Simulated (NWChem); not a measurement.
System meant: CH$_{7}$NSi; SMILES C[SiH2]N

Input file for NWChem:

```
start job
memory heap 200 mb stack 900 mb global 1100 mb
geometry units angstroms noautosym nocenter noautoz
  Si    -0.475948     0.066107     0.000000
  C      0.449887    -1.583578     0.000000
  N      0.478052     1.522607     0.000000
  H     -1.331693     0.120972     1.218600
  H     -1.331693     0.120972    -1.218600
  H      1.086897    -1.691274    -0.886133
  H      1.086897    -1.691274     0.886133
  H     -0.262413    -2.419104     0.000000
  H      0.999992     1.774176    -0.831409
  H      0.999992     1.774176     0.831409
end
basis spherical
  * library 6-31g*
end
dft
  xc xtpss03 ctpss03
  iterations 150
end
property
  shielding 7 1 2 3 4 6 8 9
end
task dft property
```

End of the output:

```
 Vector   20  Occ=0.000000D+00  E= 9.006900D-02
              MO Center= -1.8D-01, -4.0D-04,  8.4D-10, r^2= 3.8D+00
   Bfn.  Coefficient  Atom+Function         Bfn.  Coefficient  Atom+Function
  ----- ------------  ---------------      ----- ------------  ---------------
    13      1.322470   1 Si pz               48     -0.991018   4 H  s
    50      0.991018   5 H  s                 9      0.494142   1 Si pz
    52      0.343536   6 H  s                54     -0.343536   7 H  s
    58      0.327850   9 H  s                60     -0.327850  10 H  s
    17     -0.168091   1 Si d  1              5     -0.145705   1 Si pz

 center of mass
 --------------
 x =   0.00108428 y =   0.06627650 z =   0.00000000

 moments of inertia (a.u.)
 ------------------
         309.291474470589          -3.384904414629           0.000000000000
          -3.384904414629          92.763662609250           0.000000000000
           0.000000000000           0.000000000000         359.421885911513

     Multipole analysis of the density
     ---------------------------------

     L   x y z        total         alpha         beta         nuclear
     -   - - -        -----         -----         ----         -------
     0   0 0 0     -0.000000    -17.000000    -17.000000     34.000000

     1   1 0 0      0.680464     -0.255403     -0.255403      1.191270
     1   0 1 0     -0.057376     -0.095700     -0.095700      0.134025
     1   0 0 1      0.000000      0.000000      0.000000      0.000000

     2   2 0 0    -20.413496    -35.139612    -35.139612     49.865728
     2   1 1 0      2.391319      0.187597      0.187597      2.016126
     2   1 0 1      0.000000      0.000000      0.000000      0.000000
     2   0 2 0    -21.108666    -98.462100    -98.462100    175.815535
     2   0 1 1     -0.000000     -0.000000     -0.000000      0.000000
     2   0 0 2    -19.971681    -20.561399    -20.561399     21.151118

          -----------------------------------------
          Chemical Shielding Tensors (GIAO, in ppm)
          -----------------------------------------

 ------------------------------------------------------------------------
  xtpss03: d2 not coded                    0
 ------------------------------------------------------------------------
 ------------------------------------------------------------------------
  current input line :
    25: task dft property
 ------------------------------------------------------------------------
 ------------------------------------------------------------------------
 This error has not yet been assigned to a category
 ------------------------------------------------------------------------
 For more information see the NWChem manual at https://nwchemgit.github.io

0: xtpss03: d2 not coded:Received an Error in Communication
```

Q: What is wrong, and how is it mended?

A: The run crashed. Cause: this functional's second derivatives, which shieldings need, aren't coded here; the fix takes a hybrid GGA instead. This input runs:
```
start job
memory heap 200 mb stack 900 mb global 1100 mb
geometry units angstroms noautosym nocenter noautoz
  Si    -0.475948     0.066107     0.000000
  C      0.449887    -1.583578     0.000000
  N      0.478052     1.522607     0.000000
  H     -1.331693     0.120972     1.218600
  H     -1.331693     0.120972    -1.218600
  H      1.086897    -1.691274    -0.886133
  H      1.086897    -1.691274     0.886133
  H     -0.262413    -2.419104     0.000000
  H      0.999992     1.774176    -0.831409
  H      0.999992     1.774176     0.831409
end
basis spherical
  * library 6-31g*
end
dft
  xc pbe0
  iterations 150
end
property
  shielding 7 1 2 3 4 6 8 9
end
task dft property
```
It converges to -386.32139 Ha (PBE0/6-31G* (spherical d), GIAO).
